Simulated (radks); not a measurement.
Coulomb parameter of the 4f shell of neutral gadolinium in the model configuration [Xe] 4f5 5d1 6s2 6p2, as a second difference U = [E(n + 0.5) + E(n - 0.5) - 2 E(n)] / (0.5)^2 with all orbitals relaxed. "Bare": the charge of the atom changes with n. "Screened": the 6p shell takes up the change at fixed total charge, which measures U(4f,4f) + U(6p,6p) - 2 U(4f,6p). Method: Dirac Kohn-Sham, PBEsol, spin-unpolarised, spherical densities, point nucleus; open shells are shared between the two j in proportion to 2j + 1; computed with a radial shooting solver on a logarithmic mesh with Libxc functionals.

| case | configuration | E - E(n) (eV) |
|---|---|---|
| start | [Xe] 4f5 5d1 6s2 6p2 | 0.000 |
| bare +0.5 | [Xe] 4f5.5 5d1 6s2 6p2 | -12.910 |
| bare -0.5 | [Xe] 4f4.5 5d1 6s2 6p2 | 17.198 |
| screened +0.5 | [Xe] 4f5.5 5d1 6s2 6p1.5 | -12.057 |
| screened -0.5 | [Xe] 4f4.5 5d1 6s2 6p2.5 | 14.784 |

U(bare) = 17.152 eV, U(screened by 6p) = 10.909 eV. The step up makes a negative ion, whose loosely bound charge lowers the bare value.
